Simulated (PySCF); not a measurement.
**LiSe⁻: one state, many levels of theory**

State: ¹Σ⁺ (singlet), closed shell. Set-up: PySCF, spin-free X2C with a Gaussian nucleus, basis sets Li aug-cc-pVDZ-DK, Se aug-cc-pVDZ-DK. De refers to Li + Se⁻ in their high-spin ground configurations, without counterpoise correction. A positive dipole points towards Se; it is taken about the centre of mass and depends on that origin.

```
      Level  Re (Å)  ωe (cm⁻¹)  De (eV)  μ (D)
        RHF   2.192        585      n/a  -5.46
    RHF-MP2   2.198        556      n/a    n/a
RHF-SCS-MP2   2.191        562      n/a    n/a
   RHF-CCSD   2.183        570      n/a    n/a
RHF-CCSD(T)   2.197        549      n/a    n/a
        PBE   2.214        536     2.28  -3.06
     revPBE   2.228        527     2.14  -2.96
       PW91   2.213        536     2.33  -3.07
     r²SCAN   2.202        557     2.24  -3.78
       PBE0   2.191        564     2.13  -4.05
      HSE06   2.195        560     2.16  -4.02
       MN15   2.210        541     2.44  -4.12
```

**Question.** What does second-order correlation do here, going from RHF to RHF-MP2?

**Answer.** RHF-MP2 less RHF: +0.6 pm in Re, -5.0 % in ωe. Correlation nearly always deepens the well. The bond lengthens, as in strong covalent bonds, where excitations into antibonding orbitals dominate.

**Question.** What does all correlation do here, going from RHF to RHF-CCSD(T)?

**Answer.** RHF-CCSD(T) less RHF: +0.5 pm in Re, -6.2 % in ωe. Correlation nearly always deepens the well. The bond lengthens, as in strong covalent bonds, where excitations into antibonding orbitals dominate.

Correlated steps freeze 9 core orbitals. For an ion De counts to the pair picked by the measured ionisation energies or electron affinities, which need not be the lowest pair at this level. The highest Kohn–Sham level is positive in this anion. Much of that is self-interaction error, but it also means that the finite basis helps to hold the extra electron. The CCSD T1 diagnostic is raised, a sign that a single reference may not be enough here.

The whole job (state search and all levels along the bond) took about 3.2 min on 1 thread of Arm Neoverse V2 (shared host), peak memory 0.82 GiB.
